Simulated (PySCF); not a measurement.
Compound: C5H10O2.
SMILES: `COC1(C)COC1`

The closed-shell SCF was solved with PySCF and density fitting under several settings on one GFN2-xTB geometry (grid level 2 and gas phase unless stated).

```
      settings  basis functions  SCF cycles     E (Eh)  HOMO (eV)  LUMO (eV)  dipole (D)
 PBE0/pcSseg-1              169          13  -346.5048      -7.16       1.28        2.53
PBE0/def2-SVPD              226          14  -346.3153      -7.31       0.58        2.40
```

Estimate the rows for these settings: (1) CAM-B3LYP/pcSseg-1, IEF-PCM dimethylsulfoxide; (2) WP04/pcSseg-1.

```tsv
settings	basis functions	SCF cycles	E (Eh)	HOMO (eV)	LUMO (eV)	dipole (D)
CAM-B3LYP/pcSseg-1, IEF-PCM dimethylsulfoxide	169	12	-346.7529	-8.68	2.45	3.28
WP04/pcSseg-1	169	14	-354.8971	-8.32	-0.29	2.64
```

Over all rows, what range does the HOMO–LUMO gap span?

From 7.89 eV (PBE0/def2-SVPD) to 11.13 eV (CAM-B3LYP/pcSseg-1, IEF-PCM dimethylsulfoxide). The functional of the narrowest has 25 % exact exchange, that of the widest range-separated exact exchange.

And the dipole moment?

From 2.40 D (PBE0/def2-SVPD) to 3.28 D (CAM-B3LYP/pcSseg-1, IEF-PCM dimethylsulfoxide); the largest is 1.37 times the smallest, and the median is 2.58 D.

Compare two rows with the functional PBE0: PBE0/pcSseg-1 and PBE0/def2-SVPD. Which energy is lower, and by how much?

PBE0/pcSseg-1 (169 functions) lies 0.1895 Eh or 119 kcal/mol below PBE0/def2-SVPD (226 functions). The smaller set gives the lower energy; the two sets aren't nested, so the variational bound doesn't order them by size.

Whole jobs, the steps after the SCF included, on one thread, Arm Neoverse V1 (aarch64), on a shared host:

```tsv
settings	work after the SCF	wall time	peak memory
PBE0/pcSseg-1	shieldings, ring-centre shieldings, charges and field gradients	20 s	0.75 GiB
PBE0/def2-SVPD	6 singlets by full TDDFT, 2 Tamm–Dancoff triplets, polarisability	36 s	0.86 GiB
CAM-B3LYP/pcSseg-1, IEF-PCM dimethylsulfoxide	shieldings, ring-centre shieldings, charges and field gradients	27 s	0.94 GiB
WP04/pcSseg-1	shieldings, ring-centre shieldings	19 s	0.77 GiB
```

Cycle counts include a coarse-grid stage where the run had one. WP04 was designed for NMR shieldings or shifts; total energies of different functionals aren't comparable. The species at its GFN2-xTB geometry (one conformer only).

Conformer computed: `[CH3:1][O:2][C:3]1([CH3:4])[CH2:5][O:6][CH2:7]1`: C1–O2–C3–C4 -61°.
